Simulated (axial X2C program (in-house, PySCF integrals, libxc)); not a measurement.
**NdBr: a free-ion multiplet in an axial field**

Calculated with an in-house all-electron X2C program for linear molecules (integrals from PySCF): two-component X2C with atomic mean-field Coulomb and Gaunt terms, basis Nd dyall-v3z, Br dyall-v3z (cores contracted in-house). Orbitals come from Hartree–Fock averaged over the configuration Nd f3 s2; CI then distributes these electrons over the f, s shells of Nd.

R = 2.687 Å.

Problem. Which level do Hund's rules give for f3, how many Ω levels does it split into, and what is its Landé factor?

Solution. S = 3/2, L = 6, J = 9/2 (4I9/2). It gives Ω = 1/2 to 9/2, 5 levels. gJ = 3/2 + [S(S+1) − L(L+1)]/[2J(J+1)] = 0.727, so g∥ = 2gJΩ.

The computed levels compare thus:

```json
{"Ω": "9/2", "energy (cm⁻¹)": "0", "g∥ computed": "6.44", "2gJΩ": "6.55"}
{"Ω": "7/2", "energy (cm⁻¹)": "305", "g∥ computed": "5.05", "2gJΩ": "5.09"}
{"Ω": "5/2", "energy (cm⁻¹)": "391", "g∥ computed": "3.58", "2gJΩ": "3.64"}
{"Ω": "3/2", "energy (cm⁻¹)": "469", "g∥ computed": "2.09", "2gJΩ": "2.18"}
{"Ω": "1/2", "energy (cm⁻¹)": "532", "g∥ computed": "0.68", "2gJΩ": "0.73"}
```

The 5 lowest levels are just these Ω; they span 532 cm⁻¹, the lowest has Ω = 9/2, and the next level lies at 1788 cm⁻¹. Departures of g∥ from 2gJΩ come from intermediate coupling and from mixing with the higher-lying level J + 1 of the term. The computed g∥ is the magnitude of 2⟨Lz + ge Sz⟩.

Dynamic correlation is missing, so gaps between terms are too wide and other configurations may lie lower; the lowest level listed is that of this model, not necessarily the ground state. At most 4 roots were kept for each Ω > 0 (twice that for Ω = 0) within 2.2 eV of the lowest, so higher up levels can be missing between those listed; levels with Ω > 0 are doubly degenerate and listed once, Ω = 0 levels singly.
